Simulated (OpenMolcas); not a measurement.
Mn3+ (d4) among equal point charges was computed by CASSCF with the d shell active (OpenMolcas, ANO-RCC-VDZP on the metal). Its lowest spin-free states, and all those of the highest spin:

| 2S+1 | Degeneracy | E (cm-1) |
| --- | --- | --- |
| 5 | 2 | 0.0 |
| 5 | 2 | 5796 |
| 5 | 1 | 7232 |
| 3 | 2 | 24668 |
| 3 | 1 | 24694 |
| 3 | 1 | 24700 |
| 3 | 2 | 24733 |
| 3 | 1 | 24793 |
| 3 | 2 | 25628 |
| 3 | 1 | 28075 |
| 3 | 2 | 28390 |
| 3 | 1 | 28991 |

**Question.** Is the site octahedral, tetrahedral or cube-like, axial, or of lower symmetry?

**Answer.** The states with 2S+1 = 5 have orbital degeneracies 2, 2, 1. There are pairs but no triples, so the site is axial: not cubic, but with a proper or improper axis of order three or more. The run had Mn3+ among 3 point charges of -2 e arranged as a planar triangle (D3h), 2.13 Å from the ion.

An orbital doublet at a regular site is open to a Jahn-Teller distortion, which this geometry leaves out. Without dynamic correlation the repulsion within the d shell is too large (B by tens of per cent), so at a given field states of lower spin stand too high. This is an electrostatic model: the charges have no orbitals. No measured value stands beside these numbers.
